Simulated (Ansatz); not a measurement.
System: HSe, net charge -1, singlet state. Whether it binds its extra electron was not tested at this geometry. 
Structure (B3LYP-D3(BJ)/def2-TZVP (Ansatz, a first-principles code) minimum search):
SMILES: [SeH-]
```xyz
2

Se     0.0000     0.0000    -0.0422
H      0.0000     0.0000     1.4361
```
Charge -1, spin multiplicity 1.

Basis-set convergence of Hartree-Fock and CCSD correlation energies (hartree) with Ansatz. Cores are frozen in the correlated levels unless marked. No spin-orbit coupling. Frozen are the shells of the preceding noble gas and the d and f shells that filled before the atom's block. No relativistic terms.

```
basis        functions        E(HF)  E(corr, CCSD)
-----------  ---------  -----------  -------------
aug-cc-pVDZ         45  -2400.42705       -0.15449
aug-cc-pVTZ         82  -2400.49909       -0.19219
aug-cc-pVQZ        139  -2400.50194       -0.20399
```

Extrapolating the two largest sets (X = 3 and 4) as X^-3: E(corr) = (64·(-0.20399) - 27·(-0.19219))/37 = -0.2126 Eh, an estimate of the basis-set limit. The largest set recovers 95.9 % of it, the smallest 72.7 %.
